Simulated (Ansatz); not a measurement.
C3H6ClFSi can be A, `C[SiH2]/C(Cl)=C\F`, or B, `C=CC[SiH](F)Cl`.

Gas-phase electronic energies from Ansatz, PBE0-D4/def2-TZVP geometries. CCSD(T)/CBS adds triple-zeta CCSD(T) − MP2 to the extrapolated MP2 energy (def2 sets, frozen cores). DFT in def2-TZVPP. B3LYP here is the variant with VWN-RPA as its local correlation; programs differ in this. One conformer a species, not always the lowest.

Which is lower in electronic energy at CCSD(T)/CBS, and by how much? (An estimate is asked.)

The calculation gave: B, by 83.5 kcal/mol.

Give E(B) − E(A) in kcal/mol with PBE-D4, B3LYP-D4, MP2/def2-TZVPP, r2SCAN-D4, PBE0-D4, HF/def2-TZVPP, CCSD/def2-TZVPP. (Estimate.)

Computed: PBE-D4 -75.3, B3LYP-D4 -79.9, MP2/def2-TZVPP -84.9, r2SCAN-D4 -80.2, PBE0-D4 -78.9, HF/def2-TZVPP -86.4, CCSD/def2-TZVPP -83.2. None reverses the order clearly.

Largest T1 diagnostic: 0.012.

From PBE to PBE0 (25 % exact exchange), in def2-TZVPP and without D4, E(B) − E(A) moves by −3.5 kcal/mol. In def2-TZVPP, CCSD(T) changes the Hartree–Fock value by +4.5 kcal/mol (the triples alone add +1.3 kcal/mol) and MP2 by +1.6 kcal/mol.
